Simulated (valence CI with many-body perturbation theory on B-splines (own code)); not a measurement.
# Sensitivity of CI+MBPT for Zn IX

Computed by configuration interaction combined with many-body perturbation theory (CI+MBPT): four valence electrons over a frozen Dirac-Fock core [Ar], a basis of 6 s, 6 p, 5 d, 5 f, 1 g functions for each j, with the one-electron correlation potential Σ1 (screened to all orders), the two-electron term Σ2, the three-electron term Σ3, Breit, model QED; selected single and double excitations, second order for the rest, scaled by the run's own slope (own B-spline code, finite nucleus).

No measured spectrum was set against this ion. As an estimate, terms of the open shell hold to 2 to 4 % of their energy, and close levels can change places; different configurations can be misplaced against each other by 1,000 to 8,000 cm⁻¹. Only levels of the ground parity were solved; by the run's estimate the other parity begins above the list, which can be wrong where configurations are misplaced.

The reference run has the lowest level 3d4 5D_0 and an ionisation energy of 203.243 eV. Its largest variational space holds 7491 state functions.

```
   Level  Reference (cm⁻¹)  Shift (cm⁻¹)
3d4 5D_1               500           +11
3d4 5D_2              1404           +30
3d4 5D_3              2604           +53
3d4 5D_4              4022           +78
3d4 3P_0             36185           +15
3d4 3H_4             37014           +59
3d4 3H_5             38125           +89
3d4 3H_6             39125          +111
3d4 3P_1             39190           +74
3d4 3F_3             41520           +80
3d4 3F_2             41665           +91
3d4 3F_4             42030           +99
```

The ionisation energy moves by +0.491 eV.

Problem. Which of these changes was made?
A. shift of the energy in Σ1 (hartree) 0 → 1.6
B. scale of Σ2 1 → 3
C. scale of Σ2 1 → 0.8
D. three-electron term on → off

Solution. A. shift of the energy in Σ1 (hartree) 0 → 1.6.
